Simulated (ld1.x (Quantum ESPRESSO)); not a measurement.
**Varying the TM potential for tin**

Base potential:

Sn (Z = 50), norm-conserving Troullier–Martins (Kleinman–Bylander form), made with ld1.x (Quantum ESPRESSO) 7.5 (LDA (PZ), scalar-relativistic). Core [Kr], reference 4d10 5s2 5p1.75 (charge +0.25). Waves: 5s (bound): rc 1.90 bohr; 5p (bound): rc 2.45 bohr; 4d (bound): rc 1.55 bohr. Local part: the d channel. Core correction: a·sin(br)/r model core inside 1.40 bohr.

Cutoffs, loose and tight: the cutoffs (Ry, on a coarse ladder) from which the occupation-weighted sum of valence levels, in a spherical-Bessel basis at the reference potential, stays within 10 and 1 mRy of its value at 400 Ry. They do not see the model core or the augmentation charge, which bear on the density cutoff. Test errors are all-electron minus pseudo excitation energies from the reference, over the configurations 4d10 5s2 5p2; 4d10 5s2 5p1; 4d10 5s2 5p0; 4d10 5s1 5p2; 4d10 5s2 5p1.5; 4d10 5s1 5p0; 4d10 5s0 5p4 (two spin-polarised tests are not counted in the largest error). A dash means not determined; rows that change the core or the reference have their own tests.

A true bound ghost makes a file unfit for plane-wave use even where its test errors are small: the radial tests pick states by their node count and pass the ghost by.

```tsv
change	outcome	cutoff, loose	cutoff, tight	bound ghosts	largest test error (meV)
base	generated	90 Ry	140 Ry	s, p	-15
wave 5p (bound): rc 2.45 bohr becomes 5p (bound): rc 1.64 bohr	generated	90 Ry	140 Ry	s, p	-19
wave 5p (bound): rc 2.45 bohr becomes 5p (bound): rc 1.86 bohr	generated	90 Ry	140 Ry	s, p	-15
wave 5p (bound): rc 2.45 bohr becomes 5p (bound): rc 2.24 bohr	generated	90 Ry	140 Ry	s, p	-15
wave 5p (bound): rc 2.45 bohr becomes 5p (bound): rc 2.42 bohr	generated	90 Ry	140 Ry	s, p	-15
wave 5p (bound): rc 2.45 bohr becomes 5p (bound): rc 2.84 bohr	generated	90 Ry	140 Ry	s, p	-27
wave 5p (bound): rc 2.45 bohr becomes 5p (bound): rc 3.70 bohr	generated	90 Ry	140 Ry	s, p	-109
```

Question: What comes out with this change to the base: wave 5p (bound): rc 2.45 bohr becomes 5p (bound): rc 3.12 bohr?

Answer: outcome: generated; cutoff, loose: 90 Ry; cutoff, tight: 140 Ry; bound ghosts: s, p; largest test error (meV): -48.

Question: What comes out with this change to the base: wave 5p (bound): rc 2.45 bohr becomes 5p (bound): rc 3.38 bohr?

Answer: outcome: generated; cutoff, loose: 90 Ry; cutoff, tight: 140 Ry; bound ghosts: s, p; largest test error (meV): -71.

Reading the sweep of the p radius (base included, trends over the rows without a ghost): Bound ghosts are found at 1.64, 1.86, 2.24, 2.42, 2.45, 2.84, 3.12, 3.38, 3.7 bohr. Every judged row has one, so this setting neither creates nor removes them.
